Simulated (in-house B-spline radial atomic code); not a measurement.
A fraction x of an electron is moved 4p → 5d in the lanthanum ion La⁴⁺, starting from [Kr] 4d10 5s2 5p5 and keeping the highest spin. Level of theory: scalar-relativistic (X2C) RPBE, spin-polarised, spherical fractional occupations, Fermi nucleus of rms radius 4.855 fm; calculated with a B-spline radial code for spherical atoms.

```csv
x,E(x) - E(0) (eV),4p down level (eV),5d up level (eV)
0,0.0000,-237.680,-
0.125,25.4853,-239.157,-34.711
0.25,51.1114,-240.625,-35.054
0.375,76.8779,-242.084,-35.392
0.5,102.7841,-243.534,-35.727
0.625,?,?,?
0.75,?,?,?
0.875,181.3345,-247.834,-36.714
1,207.7928,-249.250,-37.038
```

Question: What belongs in the row x = 0.625?

Answer: An energy change of 128.8295 eV; 4p down at -244.976 eV, 5d up at -36.059 eV.

Question: What belongs in the row x = 0.75?

Answer: An energy change of 155.0132 eV; 4p down at -246.409 eV, 5d up at -36.388 eV.

Question: Check Janak's theorem between x = 0.125 and 0.25.

Answer: The slope of the energy is 205.01 eV; the orbital levels give 205.01 eV (ε of the receiving orbital less ε of the emptying one, averaged over the two points).
